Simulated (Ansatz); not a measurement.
This geometry of C₄H₈FNO (15 atoms, charge 0, multiplicity 1) is a first-order saddle point.

These are results of Ansatz 0.2.0, RHF/6-31G*, not measurements.

```xyz
15
Properties=species:S:1:pos:R:3
C -0.214 -1.686 -0.477
C 0.570 -0.406 -0.376
N 1.875 -0.506 -0.794
C 0.073 0.737 0.069
F 0.928 1.804 0.115
C -1.274 1.133 0.563
O -1.256 1.539 1.908
H -0.258 -2.013 -1.512
H -1.223 -1.589 -0.108
H 0.282 -2.463 0.097
H 2.478 0.280 -0.760
H 2.235 -1.362 -1.139
H -1.972 0.314 0.499
H -1.655 1.941 -0.059
H -0.612 2.228 2.004
```

(1) Which two structures does it join? (They come from a converged band through this point; their orientation in space is the band's.)

(2) How far does it lie above each of them?

Results:

(1) No bond is made or broken. The height of N3 over the plane of its neighbours goes from 0.31 to -0.31 Å.

Initial state:

```xyz
15
Properties=species:S:1:pos:R:3
C -0.248 -1.674 -0.554
C 0.550 -0.406 -0.434
N 1.834 -0.491 -0.985
C 0.088 0.722 0.070
F 0.944 1.782 0.128
C -1.249 1.120 0.600
O -1.187 1.517 1.944
H -0.342 -1.950 -1.599
H -1.236 -1.594 -0.125
H 0.267 -2.485 -0.046
H 2.411 0.293 -0.766
H 2.303 -1.345 -0.765
H -1.949 0.302 0.550
H -1.642 1.930 -0.011
H -0.565 2.228 2.021
```

Final state:

```xyz
15
Properties=species:S:1:pos:R:3
C -0.208 -1.711 -0.433
C 0.580 -0.435 -0.338
N 1.934 -0.581 -0.663
C 0.089 0.718 0.076
F 0.940 1.783 0.122
C -1.260 1.127 0.564
O -1.232 1.566 1.895
H -0.214 -2.073 -1.459
H -1.234 -1.599 -0.116
H 0.263 -2.471 0.180
H 2.420 0.287 -0.739
H 2.089 -1.144 -1.474
H -1.957 0.306 0.523
H -1.639 1.916 -0.082
H -0.593 2.263 1.972
```

(2) 2.2 kcal/mol above the first and 2.0 kcal/mol above the second. This is the barrier of this one path; another mechanism may lie lower.

Run time: 40 s on 2 threads of AMD EPYC 9R45 96-Core Processor (Zen 5) (shared host), peak memory 0.31 GiB.
